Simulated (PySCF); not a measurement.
Q: What does the PBE0-D3(BJ)/def2-SVP structure of InChI=1S/C8H10/c1-2-3-5-8-6-4-7-8/h2,8H,1,4,6-7H2 look like in three dimensions?

A: 
```xyz
18
C8H10 angstrom
C      2.4163   -0.9176    3.2243
C      1.9094   -1.5586    2.1604
C      1.2166   -0.9351    1.0861
C      0.6207   -0.4303    0.1524
C     -0.1122    0.1797   -0.9377
C     -0.8604    1.5187   -0.7081
C     -1.9822    1.0001   -1.6246
C     -1.4669   -0.4300   -1.3867
H      2.3240    0.1659    3.3343
H      2.9378   -1.4667    4.0116
H      2.0257   -2.6475    2.0897
H      0.5518    0.2771   -1.8145
H     -0.3346    2.4441   -0.9855
H     -1.1910    1.5998    0.3381
H     -3.0205    1.2242   -1.3406
H     -1.8324    1.3167   -2.6685
H     -1.4476   -1.1344   -2.2312
H     -1.9721   -0.9110   -0.5360
```

Orientation and origin are arbitrary. Atoms count from 1 in this order. The 4-membered ring C5–C6–C7–C8 has internal angles of 87.8° to 88.7°; it is puckered, 0.13 Å rms from its mean plane, widest ring torsion 20°. The 8 C–C bonds span 1.217 Å (C3≡C4, drawn triple) to 1.552 Å (C5–C8, drawn single), a spread of 0.335 Å.

Bonds between heavy atoms (Å): C1=C2 1.341, C2–C3 1.422, C3≡C4 1.217, C4–C5 1.448, C5–C6 1.551, C6–C7 1.539, C7–C8 1.539, C5–C8 1.552.

Level of theory: PBE0-D3(BJ)/def2-SVP geometry optimisation, gas phase (PySCF 2.14.0).

Point group: C1 (no symmetry element, even within 0.4 Å). No PBE0-D3(BJ)/def2-SVP frequencies stand behind this structure, so it isn't proved a minimum. The numbers are those of one conformer (C4–C5–C6–C7 -143°, C5–C6–C7–C8 20°, C6–C7–C8–C5 -20°, C4–C5–C8–C7 143°).

On one thread of an Arm Neoverse V2, on a shared host, this took 91 s. That covers the optimisation of the geometry.
